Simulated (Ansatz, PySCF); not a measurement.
Species: borotrithioic acid, BH3S3, net charge 0, singlet state. SMILES: SB(S)S
Geometry: optimised at B3LYP-D3(BJ)/def2-TZVP (Ansatz, an electronic-structure program).

Property: atomisation energy, in kcal/mol. Set-up: six Cartesian d functions in 6-31G* and its kin unless marked 5d; frozen cores in correlated levels; open shells spin-unrestricted; dispersion terms only where a functional's name holds one; non-relativistic; LANL2DZ with its own core potentials from Na on; atomisation electronic, to ground-state atoms; spin-orbit terms left out. CBS marks a two-point X^-3 extrapolation of the correlation energy; Hartree-Fock from the larger set (for Q and 5 zeta extrapolated as (X+1)exp(-9√X)). Ab initio and DFT rows: single points at B3LYP-D3(BJ) geometries (Ansatz).

Coupled cluster (Ansatz) is a level with limits of its own, used here on species with T1 under 0.025 (0.045 for open shells) and stable references: CCSD(T)/CBS(cc-pV(Q+d)Z,cc-pV(5+d)Z).

Value to compare with, CCSD(T)/CBS(cc-pV(Q+d)Z,cc-pV(5+d)Z) (Ansatz): 544.6 kcal/mol.

```csv
level,program,atomisation energy (kcal/mol),difference
HF/STO-3G,Ansatz,497.6,-47.0
HF/LANL2DZ,Ansatz,303.7,-240.9
BP86/def2-SVP,PySCF,557.7,13.1
B3LYP/STO-3G,Ansatz,675.4,130.8
B3LYP/3-21G,Ansatz,479.2,-65.4
B3LYP/6-31G,Ansatz,473.3,-71.3
B3LYP/6-31G*,Ansatz,524.1,-20.5
M06-2X/6-31G* (5d),PySCF,535.0,-9.6
MP2/3-21G,Ansatz,399.9,-144.7
MP2/LANL2DZ,Ansatz,388.2,-156.4
wB97M-V/def2-TZVPD,Ansatz,551.1,6.5
B2PLYP-D3(BJ)/def2-TZVPD,Ansatz + dftd3,538.3,-6.3
```

Among the 10 habitual levels, HF/LANL2DZ lies farthest from CCSD(T)/CBS(cc-pV(Q+d)Z,cc-pV(5+d)Z) (Ansatz) (-240.9 kcal/mol) and M06-2X/6-31G* (5d) nearest (-9.6); 2 of 10 lie above it, and their mean absolute difference is 90.0 kcal/mol, the median 68.3. One case shows no general order.

The levels are drawn from those run, B3LYP/6-31G* more often than the rest, none by its result; left out are runs that failed, that the program found above a lower state of the same kind, or whose <S^2> lies over 0.5 above the pure value.
